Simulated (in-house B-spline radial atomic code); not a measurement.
**CAM-B3LYP excitations of Cr VII (Cr6+)**

Method: CAM-B3LYP. Computed with an all-electron radial atomic-structure program (B-spline basis): linear response of the closed shell [Ne] 3s2 3p6 with the functional's adiabatic kernel; scalar-relativistic (spin-free one-electron X2C), finite nucleus, no spin-orbit coupling, no double excitations, S, P, D and F terms only. Only terms of natural parity with L up to 3 were computed.

Command:
```bash
python run_td.py task.json out
```
Settings (radii: box in bohr, nucleus in fm):
```
Z                        24
electrons                18
configuration            [Ne] 3s2 3p6
hamiltonian              x2c
method                   camb3lyp
box_radius               14.35
rms_radius               3.6452
intervals                71
```

Time taken, with all properties: 0.8 s on 1 thread of Intel(R) Xeon(R) Platinum 8488C (Sapphire Rapids), on a shared host.

The lowest states, in the order of their Tamm-Dancoff energies; the method's threshold (minus the highest occupied level) is 153.29 eV. Labels give the largest channel, * marks a mixed state, and oscillator strengths are full-response dipole values. Semilocal kernels can invert the small singlet-triplet splittings of Rydberg terms. Energies in eV:

| state | full response | Tamm-Dancoff | oscillator strength |
| --- | --- | --- | --- |
| 3p → 3d 3P | 42.58 | 42.73 | - |
| 3p → 3d 3F | 43.27 | 43.49 | - |
| 3p → 3d 1F | ? | ? | - |
| 3p → 3d 1P | 60.85 | 63.55 | 3.46 |
| 3s → 3d 3D | 75.59 | 75.65 | - |
| 3p → 4s 3P | 80.18 | 80.20 | - |
| 3s → 3d 1D | 80.50 | 80.62 | - |
| 3p → 4s 1P | 81.25 | 81.29 | 0.275 |
| 3p → 4p 3S | 88.40 | 88.43 | - |
| 3p → 4p 3D | ? | ? | - |

(1) Where does 3p → 3d 1F lie?

(2) Where does 3p → 4p 3D lie?

(3) How large is the singlet-triplet splitting of 3p → 3d (F terms) in Tamm-Dancoff?

(4) What polarisabilities and dispersion coefficient does the method give?

## Answers

(1) At 47.20 eV in full response, 47.21 eV in Tamm-Dancoff.

(2) At 89.23 eV in full response, 89.24 eV in Tamm-Dancoff.

(3) 3.72 eV, from the unrounded values.

(4) Dipole 0.8127 bohr³, quadrupole 0.7103 bohr⁵, C6 1.253 hartree·bohr⁶ for two such species.
